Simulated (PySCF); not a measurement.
Molecule: sum formula SiN3H6, net charge -1, singlet state. It need not be the lowest isomer of its formula. Whether it binds its extra electron was not tested at this geometry. 
Geometry from a B3LYP-D3(BJ)/def2-TZVP (Ansatz) optimisation:
SMILES: N[Si-](N)N
```xyz
10

Si    -0.2208     0.1067     0.5794
N     -0.3404     1.4700    -0.6443
N     -0.7897    -1.3988    -0.2910
N      1.5529    -0.2579     0.3509
H     -1.2654     1.8877    -0.6800
H     -0.0782     1.2122    -1.5992
H     -0.5569    -1.4179    -1.2869
H     -1.7925    -1.5265    -0.2164
H      2.0884     0.5824     0.1577
H      1.7365    -0.9245    -0.3966
```
Charge -1, spin multiplicity 1.

Dispersion corrections to the total energy (kcal/mol) from the dftd3 and dftd4 libraries through PySCF: D3(BJ) without and D4 with the three-body term, each with the damping fitted for the functional named.

| functional | D3(BJ) | D4 |
|---|---|---|
| HSE06 | -3.10 | -4.08 |
| revPBE | -12.19 | ? |
| BP86 | -7.64 | -6.95 |
| HF | -39.11 | -19.38 |
| PW6B95 | -2.40 | -4.70 |
| CAM-B3LYP | ? | -4.42 |
| BLYP | ? | -11.80 |

Task: Some entries are withheld; supply them.

Result: 
- revPBE, D4: -16.95
- CAM-B3LYP, D3(BJ): -3.71
- BLYP, D3(BJ): -10.31
